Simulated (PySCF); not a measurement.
## Stretching CaF⁺

Set-up: Ca aug-pcseg-1, F aug-pcseg-1; no relativity (PySCF 2.14). Energies in eV from Ca⁺ + F in their ground configurations at the same level. State: ¹Σ⁺ (singlet), closed shell.

All columns are PBE0. A positive dipole points towards F; it is taken about the centre of mass and depends on that origin.

| R (Å) | E (eV) | μ (D) | Mulliken charge on Ca (basis-dependent) | HOMO (eV) | LUMO (eV) | Mayer bond order | ⟨S²⟩ |
| --- | --- | --- | --- | --- | --- | --- | --- |
| 1.621 | -4.759 | -6.23 | 1.55 | -16.28 | -6.69 | 0.75 | 0.00 |
| 1.696 | -5.424 | -6.88 | 1.59 | -16.07 | -6.83 | 0.67 | 0.00 |
| 1.772 | -5.795 | -7.48 | 1.63 | -15.80 | -6.96 | 0.61 | 0.00 |
| 1.828 | -5.928 | -7.91 | 1.65 | -15.50 | -7.06 | 0.58 | 0.00 |
| 1.885 | -5.965 | -8.33 | 1.67 | -15.14 | -7.16 | 0.55 | 0.00 |
| 1.942 | -5.928 | -8.73 | 1.68 | -14.80 | -7.25 | 0.52 | 0.00 |
| 2.017 | -5.791 | -9.25 | 1.70 | -14.39 | -7.38 | 0.50 | 0.00 |
| 2.111 | -5.524 | -9.87 | 1.71 | -13.92 | -7.52 | 0.49 | 0.00 |
| 2.224 | -5.120 | -10.59 | 1.72 | -13.43 | -7.69 | 0.49 | 0.00 |
| 2.375 | -4.518 | -11.49 | 1.71 | -12.86 | -7.90 | 0.52 | 0.00 |

A fit through these points gives, at Re = 1.882 Å, μ = -8.31 D and dμ/dR = -7.24 D/Å; the reduced mass is 12.88 u.

Q: How strong is the fundamental in the double-harmonic approximation, I = 42.26·(dμ/dR)²/μred km/mol?

A: I = 42.26·(-7.24)²/12.88 = 172 km/mol at PBE0.

For an ion De counts to the pair picked by the measured ionisation energies or electron affinities, which need not be the lowest pair at this level.
